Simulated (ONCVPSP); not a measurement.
Which change was made? (W, ONCV)

ONCVPSP 4.0.1 input, shortened (lines: element, Z, core and valence counts, functional; n l f; lmax; l rc ep ncon nbas qcut; lloc lpopt rc5 dvloc0; l nproj debl; icmod fcfact rcfact), PBE, non-relativistic:

```
  W 74.00   10    4        4      upf
    1    0    2.00
    2    0    2.00
    2    1    6.00
    3    0    2.00
    3    1    6.00
    3    2   10.00
    4    0    2.00
    4    1    6.00
    4    2   10.00
    4    3   14.00
    5    0    2.00
    5    1    6.00
    5    2    4.00
    6    0    1.00
    2
    0    2.15    0.00    5    8    4.20
    1    1.85    0.00    4    7    6.60
    2    2.20    0.00    5    9    6.30
    4    5    1.20    1.00
    0    2    3.60
    1    3    2.30
    2    2    2.40
    0    0.00    0.00
```

Cutoffs, loose and tight: the cutoffs (Ha) at which the residual kinetic energy of the hardest occupied pseudo-wave falls to 1 and 0.1 mHa per electron. They do not see the model core or the augmentation charge, which bear on the density cutoff. Test errors are all-electron minus pseudo excitation energies from the reference, over the configurations 5s2 5p6 5d4 6s2; 5s2 5p6 5d4 6s0; 5s2 5p6 5d3 6s0; 5s2 5p6 5d4 6s0 6p2; variants that change the core or the reference have their own tests.

The base gives: outcome: generated; cutoff, loose: 14 Ha; cutoff, tight: 36 Ha; bound ghosts: none; GHOST(+) flags above zero: s, p; largest test error (meV): +3.7.

Question: After one change the result is: outcome: generated; cutoff, loose: 18 Ha; cutoff, tight: 36 Ha; bound ghosts: none; GHOST(+) flags above zero: s; largest test error (meV): +3.3. Which change was it?
A. s: qcut 3.4; p: qcut 5.4; d: qcut 5.1
B. s: nproj 4
C. d: rc 3.24
D. p: qcut 3.8
E. s: rc 1.48

Answer: D. The others give: s: nproj 4 → outcome: generated; cutoff, loose: 14 Ha; cutoff, tight: 36 Ha; bound ghosts: s; GHOST(+) flags above zero: s, p; largest test error (meV): +3.7 | d: rc 3.24 → outcome: generated; cutoff, loose: 13 Ha; cutoff, tight: 36 Ha; bound ghosts: none; GHOST(+) flags above zero: s, p; largest test error (meV): +29 | s: qcut 3.4; p: qcut 5.4; d: qcut 5.1 → outcome: generated; cutoff, loose: 22 Ha; cutoff, tight: 38 Ha; bound ghosts: d; GHOST(+) flags above zero: s, p; largest test error (meV): +6.0 | s: rc 1.48 → outcome: generated; cutoff, loose: 73 Ha; cutoff, tight: 82 Ha; bound ghosts: none; GHOST(+) flags above zero: s, p; largest test error (meV): +4.6.
